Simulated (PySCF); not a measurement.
**Molecular orbitals of ScO**

PBE at R = 1.650 Å; Sc x2c-TZVPPall, O x2c-TZVPPall; spin-free X2C with a Gaussian nucleus (PySCF 2.14). State: ²Σ⁺ (doublet), unpaired electrons σ ↑. Only the outer orbitals are listed, counted within each symmetry.

```json
{"spin": "α", "orbital": "6σ", "occ.": "1", "ε (eV)": "-32.91", "on Sc (%)": "92", "main shells (%)": "92 Sc p"}
{"spin": "α", "orbital": "2π", "occ.": "1", "ε (eV)": "-32.70", "on Sc (%)": "100", "main shells (%)": "100 Sc p"}
{"spin": "α", "orbital": "2π", "occ.": "1", "ε (eV)": "-32.70", "on Sc (%)": "100", "main shells (%)": "100 Sc p"}
{"spin": "α", "orbital": "7σ", "occ.": "1", "ε (eV)": "-20.13", "on Sc (%)": "13", "main shells (%)": "87 O s"}
{"spin": "α", "orbital": "3π", "occ.": "1", "ε (eV)": "-6.94", "on Sc (%)": "25", "main shells (%)": "75 O p, 22 Sc d"}
{"spin": "α", "orbital": "3π", "occ.": "1", "ε (eV)": "-6.94", "on Sc (%)": "25", "main shells (%)": "75 O p, 22 Sc d"}
{"spin": "α", "orbital": "8σ", "occ.": "1", "ε (eV)": "-6.69", "on Sc (%)": "28", "main shells (%)": "70 O p, 23 Sc d"}
{"spin": "α", "orbital": "9σ", "occ.": "1", "ε (eV)": "-4.03", "on Sc (%)": "100", "main shells (%)": "84 Sc s, 9 Sc p"}
{"spin": "α", "orbital": "1δ", "occ.": "0", "ε (eV)": "-2.78", "on Sc (%)": "100", "main shells (%)": "100 Sc d"}
{"spin": "α", "orbital": "1δ", "occ.": "0", "ε (eV)": "-2.78", "on Sc (%)": "100", "main shells (%)": "100 Sc d"}
{"spin": "α", "orbital": "4π", "occ.": "0", "ε (eV)": "-2.08", "on Sc (%)": "96", "main shells (%)": "60 Sc p, 36 Sc d"}
{"spin": "β", "orbital": "6σ", "occ.": "1", "ε (eV)": "-32.71", "on Sc (%)": "92", "main shells (%)": "92 Sc p"}
{"spin": "β", "orbital": "2π", "occ.": "1", "ε (eV)": "-32.57", "on Sc (%)": "100", "main shells (%)": "100 Sc p"}
{"spin": "β", "orbital": "2π", "occ.": "1", "ε (eV)": "-32.57", "on Sc (%)": "100", "main shells (%)": "100 Sc p"}
{"spin": "β", "orbital": "7σ", "occ.": "1", "ε (eV)": "-20.17", "on Sc (%)": "13", "main shells (%)": "87 O s"}
{"spin": "β", "orbital": "3π", "occ.": "1", "ε (eV)": "-6.94", "on Sc (%)": "24", "main shells (%)": "76 O p, 20 Sc d"}
{"spin": "β", "orbital": "3π", "occ.": "1", "ε (eV)": "-6.94", "on Sc (%)": "24", "main shells (%)": "76 O p, 20 Sc d"}
{"spin": "β", "orbital": "8σ", "occ.": "1", "ε (eV)": "-6.66", "on Sc (%)": "26", "main shells (%)": "72 O p, 22 Sc d"}
{"spin": "β", "orbital": "9σ", "occ.": "0", "ε (eV)": "-2.98", "on Sc (%)": "98", "main shells (%)": "82 Sc s, 9 Sc d"}
{"spin": "β", "orbital": "1δ", "occ.": "0", "ε (eV)": "-2.34", "on Sc (%)": "100", "main shells (%)": "100 Sc d"}
{"spin": "β", "orbital": "1δ", "occ.": "0", "ε (eV)": "-2.34", "on Sc (%)": "100", "main shells (%)": "100 Sc d"}
```

Which are the highest filled and the lowest empty level, where do they sit, and how wide is the gap?

Highest filled α 9σ at -4.03 eV (in %: 84 Sc s, 9 Sc p); lowest empty β 9σ at -2.98 eV (in %: 82 Sc s, 9 Sc d); the gap at PBE is 1.05 eV.

```
bond order (Mayer)                              : 2.41
⟨S²⟩                                            : 0.752
charge on Sc (Mulliken, basis-dependent)        : 0.43
charge on Sc (Löwdin, basis-dependent)          : -0.16
dipole moment (positive dipole means Sc(−)O(+)) : -3.52 D
polarisability along the bond                   : 83.4 bohr³
polarisability across the bond                  : 116.3 bohr³
```

The state is the lowest single determinant that the PBE0 search found; with open d or f shells the true ground state can be another one.
